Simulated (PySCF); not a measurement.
DMF (C₃H₇NO), SMILES CN(C=O)C.

The structure is a stationary point at PBE0-D3(BJ)/def2-SVP. Other conformers were not sampled.

Calculation: PBE0-D3(BJ)/def2-SVP in PySCF.

Frequencies are harmonic and unscaled.

Computed normal modes with their intensities:
```tsv
mode	ν (cm⁻¹)	IR (km/mol)	Raman (Å⁴/amu)	depolarisation	moving atoms (share of kinetic energy)
1	142	0.1	0.1	0.75	H 63 %, N 21 %, O 12 %
2	184	0.0	0.2	0.75	H 92 %
3	244	1.1	0.2	0.75	H 62 %, N 23 %, C 11 %
4	327	12.1	0.7	0.64	O 36 %, C 35 %, H 21 %
5	352	17.5	2.5	0.75	H 39 %, C 31 %, N 18 %, O 11 %
6	395	1.5	1.2	0.59	C 47 %, H 39 %, N 9 %
7	679	7.2	3.4	0.28	C 46 %, O 33 %, H 14 %
8	908	2.3	4.5	0.25	C 71 %, H 23 %
9	1029	0.3	3.3	0.75	H 58 %, C 36 %
10	1077	2.7	6.7	0.72	H 74 %, C 25 %
11	1104	102.9	5.9	0.36	H 56 %, C 40 %
12	1117	0.1	1.7	0.75	H 80 %, C 20 %
13	1171	1.4	0.3	0.75	H 70 %, C 20 %, N 10 %
14	1328	29.5	1.8	0.69	N 49 %, H 29 %, C 21 %
15	1408	12.7	6.1	0.65	H 86 %, C 10 %
16	1417	42.3	10.0	0.74	H 62 %, N 24 %, C 12 %
17	1444	34.2	14.4	0.31	H 58 %, C 24 %, N 15 %
18	1446	4.4	11.2	0.61	H 82 %, C 14 %
19	1449	5.2	24.4	0.75	H 97 %
20	1472	18.1	7.5	0.75	H 97 %
21	1479	20.7	11.8	0.67	H 90 %
22	1536	56.1	8.7	0.71	H 58 %, N 30 %, C 8 %
23	1859	451.8	5.8	0.52	C 63 %, O 31 %
24	2960	94.8	97.0	0.36	H 92 %
25	3026	46.5	86.5	0.06	H 97 %
26	3035	49.5	243.8	0.02	H 97 %
27	3098	39.4	134.0	0.75	H 90 %, C 10 %
28	3111	14.9	58.9	0.75	H 90 %, C 10 %
29	3158	9.5	57.0	0.70	H 91 %, C 9 %
30	3189	0.4	37.4	0.70	H 91 %, C 9 %
```
